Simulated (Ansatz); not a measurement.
The first iterations of a band of FH₄NO₂Sn (9 atoms, charge 0, multiplicity 1).

All numbers below come from RKS B3LYP-D4/def2-SVP in Ansatz 0.2.0.

```
movable images  : 5
climbing image  : yes
spring          : 5.0 eV/Å²
optimiser       : quadratic models (default)
start path      : through a guess of the saddle point
force threshold : 0.05 eV/Å
iteration limit : 60
end points      : relaxed
```

Initial state:

```xyz
9
Properties=species:S:1:pos:R:3
N -0.816 0.485 -1.551
Sn 0.137 0.023 0.168
O 1.208 -1.597 -0.181
O -1.044 -0.252 1.730
F 1.283 1.474 0.789
H -0.903 1.493 -1.683
H -0.318 0.100 -2.355
H 1.333 -2.125 0.621
H -0.793 0.352 2.446
```

Final state:

```xyz
9
Properties=species:S:1:pos:R:3
N -0.484 0.800 -1.562
Sn 0.166 0.033 0.183
O 1.096 -1.682 -0.138
O -1.303 -0.006 1.508
F 1.514 1.133 1.052
H -0.287 0.182 -2.350
H -1.484 1.002 -1.543
H 1.858 -1.783 0.452
H -0.988 0.276 2.381
```

| iteration | highest image above the first end (eV) | largest band force component (eV/Å) |
| --- | --- | --- |
| 1 | 5.045 | 24.062 |
| 2 | 0.170 | 1.561 |

Does the band converge within its limit, and where does its top end?

The forces met the threshold. It ended after 6 iterations with the highest image 0.010 eV above the first end. A vibrational analysis at the climbing image gives one clearly imaginary mode, 54i cm⁻¹: a first-order saddle point.

Run time: 3 min on 2 threads of Arm Neoverse N1, on a shared host, peak memory 0.24 GiB.
